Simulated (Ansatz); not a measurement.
## Which isomer of AlH4OSi2 gives these data?

These gas-phase data were calculated for one isomer of AlH4OSi2 at r2SCAN-D4/def2-SVP (harmonic, unscaled wavenumbers; equilibrium rotational constants with average atomic masses):

```
rotational constants            : 4.303, 3.884, 2.098 GHz
all wavenumbers above 1500 cm⁻¹ : 2215, 2211, 2202, 1962
```

Candidates:

(1) `[O]1[AlH][SiH][SiH2]1`, a doublet
(2) `[O]1[Al][SiH2][SiH2]1`, a doublet

Question: Which candidate do the data belong to?

Answer: Candidate (1). The band at 1962 cm⁻¹ lies where the Al–H stretch is expected; (2) has no mode between 1700 and 2050 cm⁻¹.

The same quantities for all candidates:

```tsv
	rotational constants (GHz)	wavenumbers above 1500 cm⁻¹	E above the lowest, r2SCAN-D4/def2-SVP (kcal/mol)
(1)	4.303, 3.884, 2.098	2215, 2211, 2202, 1962	3.5
(2)	4.164, 3.759, 2.073	2218, 2208, 2207, 2194	0.0
```

Harmonic stretches to hydrogen usually lie a few per cent above observed fundamentals. Open shells are spin-unrestricted. Programs: Ansatz 0.2.0.
